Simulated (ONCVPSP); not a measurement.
**Scattering properties, ONCV potential for beryllium**

beryllium (Be), optimised norm-conserving Vanderbilt (ONCV), made with ONCVPSP 4.0.1 (LDA (Perdew-Zunger), non-relativistic). Core [He], reference 2s1 (charge +1). Waves: 2s: rc 1.40 bohr, ncon 4, nbas 8, qcut 5.4 1/bohr, 2 projectors, debl 0.8 Ha; p scattering state at 0.02 Ha: rc 1.10 bohr, ncon 4, nbas 9, qcut 8 1/bohr, 2 projectors, debl 3.6 Ha; d scattering state at 0.37 Ha: rc 1.20 bohr, ncon 4, nbas 8, qcut 7.8 1/bohr, 2 projectors, debl 4 Ha. Local part: polynomial inside 0.80 bohr (lpopt 5, dvloc0 6 Ha). Core correction: polynomial model core, fcfact 0.35.

The phase is arctan(r·R′/R) of the radial function R(r), unwrapped; energies in Ha, scanned from -2 to 5 Ha. A pole is an energy at which the radial function vanishes at the test radius. The pseudo phase is shifted by a multiple of π to meet the all-electron one at the reference energy, and phase errors are pseudo minus all-electron; the curves can meet again beyond the range given. Levels narrower than the energy grid can be missing from the lists of poles.

For each channel, where are the poles, and over which energies does the pseudopotential scatter like the atom?

| channel | radius (bohr) | reference energy (Ha) | poles, all-electron | poles, pseudo | unbroken range about the reference energy with phases within 0.05 rad | phase error 1 Ha above the reference energy (rad) |
| --- | --- | --- | --- | --- | --- | --- |
| s | 1.42 | -0.50 | 3.41 | 3.52 | the whole range | +0.000 |
| p | 1.12 | 0.02 | 4.04 | 4.04 | the whole range | +0.000 |
| d | 1.22 | 0.37 | none | none | the whole range | +0.000 |

Note: ghosts flagged at negative energy: s at -77.1 eV; no localised positive-energy state flagged. A true bound ghost makes a file unfit for plane-wave use.

Phases in the d channel:

| E (Ha) | all-electron | pseudo |
| --- | --- | --- |
| -1.98 | 1.122 | 1.122 |
| -1.62 | 1.090 | 1.090 |
| -1.26 | 1.052 | 1.052 |
| -0.90 | 1.006 | 1.006 |
| -0.54 | 0.951 | 0.951 |
| -0.18 | 0.881 | 0.881 |
| 0.18 | 0.793 | 0.793 |
| 0.54 | 0.679 | 0.679 |
| 0.90 | 0.531 | 0.531 |
| 1.26 | 0.340 | 0.340 |
| 1.62 | 0.103 | 0.103 |
| 1.98 | -0.163 | -0.163 |
| 2.34 | -0.426 | -0.426 |
| 2.70 | -0.655 | -0.655 |
| 3.06 | -0.839 | -0.839 |
| 3.42 | -0.982 | -0.982 |
| 3.78 | -1.091 | -1.091 |
| 4.14 | -1.177 | -1.177 |
| 4.50 | -1.246 | -1.246 |
| 4.86 | -1.301 | -1.301 |
